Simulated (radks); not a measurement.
Results of a calculation; reference values are marked as such.
Initial-state core-level shifts of the lanthanum ion La+ when its valence configuration changes from [Xe] 5d2. Code: a radial shooting solver on a logarithmic mesh with Libxc functionals. Model: non-relativistic Kohn-Sham, PBE, spin-polarised, spherical densities, point nucleus; open shells are filled with parallel spins first (spin-orbit coupling, left out, can overturn this in heavy ions); relativity is left out, which matters for an element this heavy. Shifts are changes of the shell-averaged eigenvalues in eV (positive: less bound); the change of the density at the nucleus, which sets a Mossbauer isomer shift, is in e/bohr^3, on a base of 1.312e+05.

| valence | 3p | 4d | 5s | 5p | density at nucleus |
|---|---|---|---|---|---|
| 5d1 6p1 | -3.511 | -3.474 | -3.284 | -3.119 | +1.29 |
| 5d1 6s1 | -2.601 | -2.569 | -2.395 | -2.251 | +8.00 |
| 5d1.5 6s0.5 | -1.274 | -1.261 | -1.185 | -1.116 | +3.82 |
| 5d0.5 6s1.5 | -4.020 | -3.963 | -3.673 | -3.449 | +12.26 |
| 4f0.5 5d0.5 6s1 | +2.023 | +1.266 | -0.789 | -0.925 | +3.56 |
| 4f1 5d1 | +8.439 | +7.064 | +2.983 | +2.447 | -7.33 |
| 4f0.5 5d1.5 | +4.458 | +3.691 | +1.514 | +1.238 | -3.91 |
